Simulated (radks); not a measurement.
Gd3+, 61 electrons, occupied as [Xe] 4f6 6p1 (not the ground configuration).

All-electron calculation, Dirac Kohn-Sham, PBE, spin-unpolarised, spherical densities, finite nucleus; open shells fill j = l - 1/2 first; Fermi nuclear charge, rms radius 5.1569 fm. Program: a radial shooting solver on a logarithmic mesh with Libxc functionals.

Energy parts (eV):
part                      energy
total                 -306867.68
kinetic                334601.58
electron-nucleus      -751594.74
Hartree                116887.69
exchange-correlation    -6762.21

Orbitals (lengths in bohr, moments of r in powers of bohr):
orbital,occ.,eigenvalue (eV),<r^4>
1s1/2,2,-50078.92,1.141e-06
2s1/2,2,-8296.062,0.0001809
2p1/2,2,-7879.749,0.0001119
2p3/2,4,-7183.979,0.0001470
3s1/2,2,-1869.099,0.007030
3p1/2,2,-1688.583,0.006392
3p3/2,4,-1545.881,0.007837
3d3/2,4,-1233.991,0.005677
3d5/2,6,-1202.910,0.006046
4s1/2,2,-406.5059,0.1718
4p1/2,2,-336.1361,0.1951
4p3/2,4,-304.2119,0.2383
4d3/2,4,-188.1496,0.3357
4d5/2,6,-182.3473,0.3579
4f5/2,6,-45.1417,1.535
4f7/2,0,-44.3229,1.607
5s1/2,2,-82.4322,5.145
5p1/2,2,-62.1344,7.831
5p3/2,4,-57.2153,9.675
6p1/2,1,-20.3449,237.1
6p3/2,0,-19.4681,276.3

The highest occupied level is 6p1/2 at -20.345 eV. The configuration is held as typed, so some empty levels lie below it. The density falls to 0.001 e/bohr^3 at r = 4.31 bohr. Summed over all electrons, <r^2> = 45.23 bohr^2, which gives a Langevin (diamagnetic) susceptibility term of -35.8 x 10^-6 cm^3/mol. The electron density at the nucleus is 6.285e+05 e/bohr^3.
